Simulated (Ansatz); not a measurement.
Species: C$_{3}$H$_{6}$S, SMILES `C(=S)(C)C` (charge 0, multiplicity 1), formula C3H6S.

Task: How many basis functions does frozen-core CCSD(T)/cc-pVTZ // PBE0-D3(BJ)/def2-TZVP in Ansatz (an electronic-structure program) use, how many core orbitals are frozen, and how many electrons are correlated?

Result: 208 basis functions and 8 frozen orbitals, which leaves 24 correlated electrons. Core time is of the order of minutes.
